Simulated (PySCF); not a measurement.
Match the calculated data to a structure.

| technique | computed result |
| --- | --- |
| UV, strongest line | among the 6 lowest singlet transitions: S6 at 10.85 eV (114 nm, f = 0.111) [TDDFT PBE0/def2-SVPD] |
| UV, first state | lowest singlet excitation: 9.25 eV (134 nm, f = 0.015) [TDDFT PBE0/def2-SVPD] |
| Triplet | lowest triplet excitation (Tamm–Dancoff): 8.91 eV [TDA PBE0/def2-SVPD] |
| 1H NMR | chemical shifts (computed TMS as zero) by class: 6.25 (1 H), 1.54 (3 H) ppm [GIAO PBE0/pcSseg-1] |
| Polarisability | 28.9 au [PBE0/def2-SVPD] |
| Rotational structure | rotational constants A, B, C: 9.697, 8.850, 5.190 GHz [GFN2-xTB] |
| 13C NMR | chemical shifts (computed TMS as zero) by class: 121.2 (1 C), 23.5 (1 C) ppm [GIAO PBE0/pcSseg-1] |
| Couplings | largest of the computed one-bond spin–spin couplings (means over like bonds): 19F–13C -297.8 (×2), 13C–1H +185.1, 13C–1H +135.0 (×3), 13C–13C +47.3 Hz [B3LYP/pcJ-1] |

Gas-phase values; electronic properties from PySCF, density fitting. Levels stand in brackets. Geometry: GFN2-xTB; no solvent, vibrations or thermal averaging. Each NMR value is the plain mean over a class of atoms that symmetry, rotation or inversion makes alike.

Task: Which candidate is it?
A. `FCCF` (C2H4F2)
B. `CC(F)F` (C2H4F2)
C. `FC(F)C#P` (C2HF2P)
D. `C=C[SiH2]CF` (C3H7FSi)

Result: B. It is `CC(F)F`. Numbering: `[CH3:1][CH:2]([F:3])[F:4]`. Its formula, C2H4F2, gives 0 degrees of unsaturation, so no ring and no π bond. 2 carbons fall into 2 classes; from least to most shielded: CHF2 carbon [C2] (121.2 ppm), methyl carbon [C1] (23.5 ppm). Hydrogen classes from least to most shielded: 1 H on a CHF2 carbon, C2 (6.25 ppm), 3 H on a methyl carbon, C1 (1.54 ppm). The couplings run between: -297.8 Hz, fluorine of a CF2 group [F3] and CHF2 carbon [C2] (with 1 like pair); +185.1 Hz, CHF2 carbon [C2] and its hydrogen; +135.0 Hz, methyl carbon [C1] and its hydrogen (with 2 like pairs); +47.3 Hz, methyl carbon [C1] and CHF2 carbon [C2]. The optimised geometry has point group Cs and is an asymmetric top.

The others, at the same levels:
- `FCCF` (1,2-difluoroethane) fails: it has 1 carbon class against 2; its computed 13C shifts are 88.7 (2 C) ppm, 1H shifts are 4.99 (4 H) ppm and rotational constant A is 19.378 GHz (against 9.697 GHz).
- `C=C[SiH2]CF` fails: it has 7 hydrogens where the 1H data count 4; its computed 13C shifts are 144.3 (1 C), 138.7 (1 C), 79.6 (1 C) ppm, 1H shifts are 6.74 (1 H), 6.54 (1 H), 6.29 (1 H), 5.01 (2 H), 4.39 (2 H) ppm and rotational constant A is 7.721 GHz (against 9.697 GHz).
- `FC(F)C#P` fails: it has 1 hydrogen where the 1H data count 4; its computed 13C shifts are 168.1 (1 C), 108.9 (1 C) ppm, 1H shifts are 6.31 (1 H) ppm and smallest rotational constant is 1.837 GHz (against 5.190 GHz).

Each candidate is one conformer, not necessarily the lowest. The conformers computed, where there is a choice (atom-mapped SMILES and torsion angles):
- `[F:1][CH2:2][CH2:3][F:4]`: F1–C2–C3–F4 86°
- `[CH2:1]=[CH:2][SiH2:3][CH2:4][F:5]`: C1–C2–Si3–C4 133°, C2–Si3–C4–F5 60°
